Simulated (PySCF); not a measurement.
CH₃FO₂Si. Atoms are numbered in the order given.

```xyz
8

O     -0.8972     1.7898     0.0000
C     -0.0396     0.9427     0.0000
O      1.2655     1.2130     0.0000
Si    -0.5607    -0.8984     0.0000
F      0.7212    -1.8919     0.0000
H      1.3574     2.1829     0.0000
H     -1.3534    -1.1287     1.2339
H     -1.3534    -1.1287    -1.2339
```

Geometry: PBE0-D3(BJ)/def2-SVP. The structure was generated by enumeration, and PubChem lists no compound with its InChIKey, so it may never have been made. One conformer was computed; it need not be the lowest.

Computed with PySCF 2.14.0 with TDA-PBE/def2-SVPD.

Vertical excitations. Isolated molecule, no solvent. State labels are in the subgroup Cs.

Q: Give excitation energies, oscillator strengths and character. (Estimate from the structure and the level; the computed values follow.)

A: 
```csv
state,symmetry,energy (eV),λ (nm),f,main pairs
S1,A",4.97,249,0.006,HOMO→LUMO 99 %
S2,A',5.99,207,0.001,HOMO→LUMO+1 92 %
S3,A',6.54,189,0.115,HOMO→LUMO+2 96 %
S4,A',6.71,185,0.029,"HOMO−2→LUMO 62 %, HOMO−1→LUMO 26 %"
S5,A',6.94,179,0.086,HOMO→LUMO+3 89 %
S6,A",7.30,170,0.002,HOMO−3→LUMO 90 %
S7,A",7.39,168,0.010,HOMO−1→LUMO+1 92 %
S8,A',7.60,163,0.082,"HOMO→LUMO+4 71 %, HOMO−2→LUMO 13 %"
S9,A",7.81,159,0.004,HOMO−2→LUMO+1 96 %
S10,A",7.98,155,0.003,HOMO−1→LUMO+2 97 %
T1,A",4.26,291,0,HOMO→LUMO 100 %
T2,A',5.53,224,0,"HOMO−1→LUMO 78 %, HOMO→LUMO+1 15 %"
T3,A',5.64,220,0,"HOMO→LUMO+1 85 %, HOMO−1→LUMO 14 %"
T4,A',6.29,197,0,HOMO→LUMO+2 99 %
```
Triplets are in the Tamm–Dancoff approximation.
